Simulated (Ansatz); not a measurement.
## Ligand exchange: C3H7FMg + C4H5N → C3H8Mg + C4H4FN

Gas-phase species: C3H7FMg `C[CH](C)[Mg][F]`, singlet; C4H5N `c1cc[nH]c1`, singlet; C3H8Mg `C[CH](C)[MgH]`, singlet; C4H4FN `Fc1ccc[nH]1`, singlet. The partners trade F for H: Mg–F and C–H bonds give way to Mg–H and C–F.

Shapes, held fixed at every level: PBE0-D4/def2-TZVP. Programs: Ansatz 0.2.0. The zero-point and thermal change to 298 K, harmonic and unscaled (PBE0-D4/def2-TZVP), is -14.0 kJ/mol.

```json
{"level": "r2SCAN-D4/def2-TZVPP", "kind": "meta-GGA", "ΔH(298 K) (kJ/mol)": "+256.0", "less CCSD(T)/def2-TZVPP": "-3.8"}
{"level": "B3LYP-D4/def2-TZVPP", "kind": "global hybrid", "ΔH(298 K) (kJ/mol)": "+257.2", "less CCSD(T)/def2-TZVPP": "-2.6"}
{"level": "r2SCAN0-D4/def2-TZVPP", "kind": "global hybrid", "ΔH(298 K) (kJ/mol)": "+255.9", "less CCSD(T)/def2-TZVPP": "-3.9"}
{"level": "B2PLYP/def2-TZVPP", "kind": "double hybrid", "ΔH(298 K) (kJ/mol)": "+267.1", "less CCSD(T)/def2-TZVPP": "+7.3"}
{"level": "MP2/def2-SVP", "kind": "perturbation theory", "ΔH(298 K) (kJ/mol)": "+277.2", "less CCSD(T)/def2-TZVPP": "+17.4"}
{"level": "CCSD/def2-SVP", "kind": "coupled cluster or CI", "ΔH(298 K) (kJ/mol)": "+262.4", "less CCSD(T)/def2-TZVPP": "+2.6"}
{"level": "CCSD/def2-TZVPP", "kind": "coupled cluster or CI", "ΔH(298 K) (kJ/mol)": "+260.2", "less CCSD(T)/def2-TZVPP": "+0.4"}
{"level": "CCSD(T)/def2-TZVPP", "kind": "coupled cluster or CI", "ΔH(298 K) (kJ/mol)": "+259.8", "less CCSD(T)/def2-TZVPP": "0.0"}
```

The highest level, CCSD(T)/def2-TZVPP, gives ΔH(298 K) = +259.8 kJ/mol; the levels span +255.9 to +277.2. The column of differences is taken from that level and isn't an error. No measured value is set beside it here. Outer-core shells of Mg are correlated, in sets that cover them unevenly. Sets without diffuse functions underbind ionic bonds of s-block metals.
